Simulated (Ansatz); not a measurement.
Reaction (ligand exchange at a Ge–F bond): `[F][GeH3]` + `OCS` → `OC[S][GeH3]` + H–F

Computed with Ansatz on PBE0-D4/def2-TZVP structures; ΔE is electronic, products minus reactants. CBS: MP2 limit from def2 TZ/QZ plus the TZ coupled-cluster correction, frozen cores. This one scheme is used for every species. DFT in def2-TZVPP. For Ge outer-core shells are correlated without core-valence functions, which leaves a few kJ/mol of doubt a bond. Scalar relativity is left out up to krypton. One conformer a species, not always the lowest.

`[F][GeH3]`:

```xyz
5

F     0.268   -1.353   -0.908
Ge   -0.015    0.075    0.050
H    -0.970   -0.345    1.174
H     1.356    0.514    0.579
H    -0.639    1.109   -0.895
```

`OCS`:

```xyz
7

O     0.962   -0.358    0.701
C    -0.278   -0.236    0.051
S    -0.057    0.401   -1.611
H     0.800   -0.663    1.600
H    -0.767   -1.207   -0.091
H    -0.961    0.419    0.600
H     0.301    1.643   -1.249
```

`OC[S][GeH3]`:

```xyz
10

O    -0.263   -0.789    1.940
C     0.383    0.306    1.374
S    -0.629    1.278    0.198
Ge   -0.282    0.098   -1.644
H    -0.507   -1.405    1.242
H     0.608    0.993    2.189
H     1.322    0.032    0.881
H    -1.148    0.722   -2.743
H    -0.694   -1.371   -1.416
H     1.210    0.136   -2.020
```

H–F:

```xyz
2

F     0.229    0.061    0.394
H    -0.229   -0.061   -0.394
```

CCSD(T)/CBS gives -2.6 kJ/mol.

Another level gave +7.6 kJ/mol. Which?
A. CCSD/def2-TZVPP
B. PBE/def2-TZVPP
C. B2PLYP/def2-TZVPP
D. PBE-D4/def2-TZVPP

A. CCSD/def2-TZVPP 7.6, PBE 2.0, PBE-D4 -4.6, B2PLYP 12.4 kJ/mol.

Largest T1 diagnostic among the species: 0.012.

The D4 term adds −10.8 kJ/mol with B3LYP and −6.0 kJ/mol with PBE0; it sums over pairs of atoms, weighted by their polarisabilities, and B3LYP, whose exchange is more repulsive, gets the larger term. In def2-TZVPP, CCSD(T) changes the Hartree–Fock value by −28.3 kJ/mol (the triples alone add −4.7 kJ/mol) and MP2 by −33.4 kJ/mol.

B3LYP here is the variant with VWN-RPA as its local correlation; programs differ in this.
